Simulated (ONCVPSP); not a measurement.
Li: one change to an ONCV potential, before and after

```
Element                 : lithium
Generator               : ONCVPSP 4.0.1
Type                    : optimised norm-conserving Vanderbilt (ONCV)
Functional              : PBE
Relativity              : fully relativistic
Frozen core             : none
Valence charge          : 3
Reference configuration : 1s2 2s1
Partial waves           : 1s+2s: rc 1.25 bohr, ncon 3, nbas 6, qcut 10.5 1/bohr, 2 projectors; p scattering state at 0.35 Ha: rc 1.10 bohr, ncon 4, nbas 8, qcut 7.4 1/bohr, 1 projector; d scattering state at 0.14 Ha: rc 1.30 bohr, ncon 3, nbas 6, qcut 7.4 1/bohr, 3 projectors, debl 2.8 Ha
Local potential         : polynomial inside 0.70 bohr (lpopt 3, dvloc0 0 Ha)
Core correction         : none
```

Open shells are filled in proportion to 2j + 1.

All-electron outer shells of the reference configuration (PBE, scalar-relativistic, ld1.x):

```
shell  level (eV)  outermost node (bohr)  outermost maximum (bohr)
   1s      -51.85                      –                      0.36
   2s       -2.87                   0.83                      3.12
```

Change: all radii scaled by about 1.20 (s 1.50, p 1.32, d 1.56 bohr); local potential polynomial inside 0.84 bohr (lpopt 3, dvloc0 0 Ha).

Cutoffs: the cutoffs (Ha) at which the residual kinetic energy of the hardest occupied pseudo-wave falls to 1 and 0.1 mHa per electron; they do not see the model core or the augmentation charge, which bear on the density cutoff. Errors are all-electron minus pseudo energies relative to the spin-unpolarised reference configuration.

Question: How do hardness, ghosts and transferability respond?

Answer: The potential gets softer (36 Ha and 43 Ha → 28 Ha and 33 Ha); of the 4 tests that both files solve, the error grows in 1 and shrinks in 0 by more than 15 % and 0.3 meV (median size 0.4 → 0.5 meV); neither file shows a bound ghost. A larger radius leaves more room for a smooth pseudo-wave, so fewer plane waves are needed.

```csv
quantity,base,changed
"cutoff, loose",36 Ha,28 Ha
"cutoff, tight",43 Ha,33 Ha
bound ghosts,none,none
GHOST(+) flags under 300 eV,none,none
"error for 1s2 2s0, meV [ΔE 5.30 eV]",+0.4,+0.4
"error for 1s2 2s0.5, meV [ΔE 2.05 eV]",+0.1,+0.1
"error for 1s2 2s0 2p1, meV [ΔE 1.79 eV]",+0.5,+0.5
"error for 1s1 2s1, meV [ΔE 68.41 eV]",+1075,+1682
```

Base: These tests converged, but a pseudo level misses the all-electron one widely, so the file describes the atom poorly there or has found another state: 1s2 2s0 2p1: empty 2s by 3.4 eV. Changed file: These tests converged, but a pseudo level misses the all-electron one widely, so the file describes the atom poorly there or has found another state: 1s2 2s0 2p1: empty 2s by 3.4 eV.
